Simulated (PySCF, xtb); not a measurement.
CH13NO2Si4, SMILES O([Si](N[SiH3])(O[SiH3])C)[SiH3].

GFN2-xTB in xtb 6.7.1 at its own geometry gives an orbital gap of 5.24 eV and a dipole moment of 0.39 D.

Geometry: B3LYP-D3(BJ)/def2-SVP. Other conformers were not sampled.

What does PBE/def2-SVP (PySCF) give? (An estimate is asked for; the answer gives what the named calculation found.)

gap 5.57 eV (levels -6.11 and -0.54 eV), dipole 0.59 D.
